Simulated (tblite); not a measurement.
A tight-binding relaxation on `[NH2][Ge]([GeH3])([GeH3])[CH](F)F`.

Computed with GFN2-xTB geometry optimisation, gas phase (tblite 0.8.0). Start geometry: from a force field or distance geometry. The command runs a driver script over a list of jobs; the input below is this job's line of settings and its coordinates in Å.

Command:
```bash
OMP_NUM_THREADS=1 python probes_run.py task.json out
```

Input:
```
{"job": {"kind": "relax", "xc": "GFN2-xTB", "basis": "xTB"}, "charge": 0, "multiplicity": 1}
N     -1.017700    -0.588500     1.744100
Ge    -0.150900    -0.137600     0.170700
Ge     1.097900     1.876200     0.601100
Ge     1.305500    -1.850000    -0.621300
C     -1.493800     0.348700    -1.138600
F     -2.463800     1.086600    -0.470000
F     -0.867400     1.194500    -2.067900
H     -1.459000    -1.521500     1.721700
H     -1.776700     0.117900     1.918300
H      1.974800     1.653300     1.840400
H      0.024500     2.966700     0.877400
H      1.880000     2.157600    -0.689300
H      0.483400    -2.858900    -1.469300
H      2.512100    -1.266500    -1.414300
H      1.881200    -2.631500     0.606500
H     -1.937800    -0.538200    -1.620900
```

Problem. What does the run print?

Solution. 
```
step      E/eV     max force
  0    -677.19109    1.946
  1    -677.36450    1.135
  2    -677.49687    0.963
  3    -677.55530    0.694
  4    -677.59216    0.457
  5    -677.60679    0.349
  6    -677.62826    0.560
  7    -677.64898    0.538
  8    -677.67225    0.438
  9    -677.68589    0.327
... (157 lines left out)
167    -677.79029    0.018
168    -677.79034    0.023
169    -677.79038    0.018
170    -677.79042    0.018
171    -677.79045    0.015
172    -677.79048    0.016
173    -677.79052    0.016
174    -677.79055    0.018
175    -677.79057    0.012
176    -677.79058    0.007
```

«max force» is the largest atomic force in eV/Å.

Problem. From which step on does the largest force stay under 0.1 eV/Å, and how much energy is left to gain from there?

Solution. From step 59 (0.067 eV/Å), 15.8 meV above the end.

In short: energy lowered by 13.8 kcal/mol over 176 steps; largest atomic force 0.007 eV/Å at the end.

Problem. Give the final coordinates.

Solution. 0.550 Å rms from the input after alignment:
```
atom  x, y, z in Å
N1    -0.8802   -0.5665    1.7327
Ge2   -0.0060   -0.1191    0.1972
Ge3    1.0275    2.0293    0.5330
Ge4    1.1725   -2.1036   -0.5040
C5    -1.3809    0.3856   -1.2432
F6    -2.6310    0.1211   -0.7680
F7    -1.2981    1.7473   -1.3724
H8    -1.3978   -1.4353    1.7315
H9    -1.4688    0.1472    2.1418
H10    2.1906    1.9985    1.4825
H11    0.0585    3.0230    1.0954
H12    1.5560    2.6174   -0.7388
H13    0.4087   -2.9037   -1.5233
H14    2.5020   -1.8334   -1.1454
H15    1.4532   -3.0548    0.6186
H16   -1.3137   -0.0441   -2.2490
```

On an Arm Neoverse V2 with one thread (shared host), this took 1.2 s of wall time.
Labels such as C1 count atoms from 1, the log's own numbers from 0.
